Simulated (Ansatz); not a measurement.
Computed with Ansatz on PBE0-D4/def2-TZVP structures; ΔE is electronic, products minus reactants. CBS: MP2 limit from def2 TZ/QZ plus the TZ coupled-cluster correction, frozen cores. DFT in def2-TZVPP. B3LYP here is the variant with VWN-RPA as its local correlation; programs differ in this. Each species was taken in one conformer, which may not be the lowest.

`NC(F)(F)O[SiH3]` + `CNB[SiH3]` → `CN([SiH3])B[SiH3]` + `NC(O)(F)F`  (ligand exchange at the Si–O bond)

| level | ΔE (kJ/mol) |
| --- | --- |
| B3LYP-D4 | 59.7 |
| ωB97X-V | 58.8 |
| PBE0 | 57.2 |
| B3LYP | 68.4 |
| HF/def2-TZVPP | 72.3 |
| CCSD/def2-TZVPP | 57.1 |
| HF/def2-QZVPP | 73.3 |
| SCS-MP2/def2-QZVPP | 58.6 |

Task: What does CCSD(T)/CBS give? (Estimate.)

Result: The calculation gave: +55.4 kJ/mol. The listed levels differ from it by 4.3, 3.4, 1.8, 13.0, 16.9, 1.7, 17.9, 3.2 kJ/mol.

Largest T1 diagnostic among the species: 0.014.

In def2-TZVPP, CCSD(T) changes the Hartree–Fock value by −17.9 kJ/mol (the triples alone add −2.6 kJ/mol) and MP2 by −18.6 kJ/mol. The D4 term adds −8.7 kJ/mol with B3LYP and −4.7 kJ/mol with PBE0; it sums over pairs of atoms, weighted by their polarisabilities, and B3LYP, whose exchange is more repulsive, gets the larger term.
